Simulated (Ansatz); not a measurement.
Species: C$_{3}$H$_{8}$GeI, charge 0, multiplicity 2. It need not be the lowest isomer of its formula. 
Geometry from a B3LYP-D3(BJ)/def2-TZVP (Ansatz, a first-principles code) optimisation:
```xyz
13

C     -0.0155     1.8304     1.6532
Ge    -0.2681     0.0208     1.0703
C     -2.1430    -0.5347     1.1574
C      0.9622    -1.2229     1.9485
I      0.3680     0.0078    -1.4375
H      0.9518     2.1935     1.9788
H     -0.7893     2.5793     1.5352
H     -2.4664    -0.5722     2.1987
H     -2.7658     0.1744     0.6144
H     -2.2583    -1.5205     0.7098
H      1.9879    -0.8792     1.8255
H      0.8663    -2.2130     1.5059
H      0.7282    -1.2802     3.0126
```
Charge 0, spin multiplicity 2.

Wanted: atomisation energy (electronic, to ground-state atoms), in kcal/mol. Cores are frozen in the correlated levels unless marked. UHF or UKS for open shells. Spin-orbit coupling is left out. Frozen are the shells of the preceding noble gas and the d and f shells that filled before the atom's block. Past Kr the def2 sets carry scalar-relativistic core potentials. STO-3G rows are all-electron and non-relativistic. The coupled-cluster limit lacks core correlation, which all-electron functionals hold. CBS marks a two-point X^-3 extrapolation of the correlation energy; Hartree-Fock from the larger set.

```tsv
level	program	atomisation energy (kcal/mol)
PBE-D4/def2-TZVPD	Ansatz + dftd4	1098.1
PBE-QIDH/def2-TZVPD	Ansatz	…
SCS-MP2/STO-3G	Ansatz	1189.0
CCSD(T)/CBS(def2-TZVPP,def2-QZVPP)	Ansatz	…
```

Task: Some entries are withheld; supply them.

Result: 
- PBE-QIDH/def2-TZVPD, atomisation energy (kcal/mol): 1077.1
- CCSD(T)/CBS(def2-TZVPP,def2-QZVPP), atomisation energy (kcal/mol): 1081.9
